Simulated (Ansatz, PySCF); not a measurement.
FGeH5OSi, SMILES [SiH2]([O][GeH3])F. Atoms are numbered in the order given.

```xyz
9

Si     1.7099     0.4803    -0.3360
F      1.8272     1.1483     1.1400
O      0.1317     0.3341    -0.7451
Ge    -1.3252    -0.4002    -0.0170
H      2.3734    -0.8492    -0.2458
H      2.3687     1.3874    -1.3070
H     -1.9774     0.6501     0.8935
H     -2.2308    -0.7751    -1.1967
H     -0.8920    -1.6430     0.7819
```

Geometry optimised at PBE0-D3(BJ)/def2-SVP. This is a generated structure with no PubChem entry under its InChIKey; it may be hypothetical. One conformer was computed; it need not be the lowest.

Two levels are set side by side: PBE-D3(BJ)/def2-SVP (Ansatz, an electronic-structure program) and PBE0-D3(BJ)/def2-SVP (Ansatz). Each level has its own optimised geometry; the coordinates shown are those of the second. Frequencies come from the Hessian of PySCF at each geometry. Differences are taken from unrounded values.

```tsv
quantity	PBE0-D3(BJ)	PBE-D3(BJ)	PBE-D3(BJ) minus PBE0-D3(BJ)
mean bond length (Å)	1.579	1.593	0.015
bond Si1–F2 (Å)	1.624	1.639	0.014
bond Si1–O3 (Å)	1.637	1.656	0.019
bond O3–Ge4 (Å)	1.787	1.809	0.023
bond Si1–H5 (Å)	1.489	1.501	0.013
bond Si1–H6 (Å)	1.483	1.495	0.012
bond Ge4–H7 (Å)	1.535	1.548	0.013
bond Ge4–H8 (Å)	1.534	1.546	0.012
bond Ge4–H9 (Å)	1.540	1.553	0.013
highest harmonic wavenumber (cm⁻¹)	2293	2217	-76
mean harmonic wavenumber (cm⁻¹)	1017	979	-38
zero-point energy (kcal/mol)	30.52	29.38	-1.14
```

GGA bonds tend to be longer and softer than those of functionals with exact exchange. Differences between two approximate levels are no errors against the true value.
